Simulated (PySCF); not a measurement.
C2H6Si (SMILES C[Si]C), singlet, at a GFN2-xTB geometry.

Here is a job for PySCF.
```python
from pyscf import gto, scf, dft

mol = gto.M(
    atom='''
Si   -0.25781853    0.11561357    0.69927516
C     0.74714689    1.26727629   -0.47256628
H     0.92573921    2.24312512   -0.02482989
H     0.22513318    1.43369211   -1.41547096
H     1.72091760    0.83786826   -0.71036843
C    -0.40578857   -1.42035160   -0.45329187
H     0.57448304   -1.79226401   -0.75330936
H    -0.95623279   -1.18077588   -1.36366825
H    -0.92873070   -2.24178365    0.03294363
''',
    basis='sto-3g',
    verbose=4,
)

mf = dft.RKS(mol)
mf.xc = 'pbe0'
mf.kernel()
```

Task: What total energy does PBE0/STO-3G (PySCF) give?

Result: -364.7478 Eh

Task: Give the HOMO-LUMO gap at the level PBE0/STO-3G.

Result: 4.74 eV

Task: Predict the dipole moment from PBE0/STO-3G.

Result: 0.09 D

Task: What nuclear repulsion energy does PBE0/STO-3G give?

Result: 96.5075 Eh

Task: Predict the HOMO energy from PBE0/STO-3G.

Result: -3.05 eV
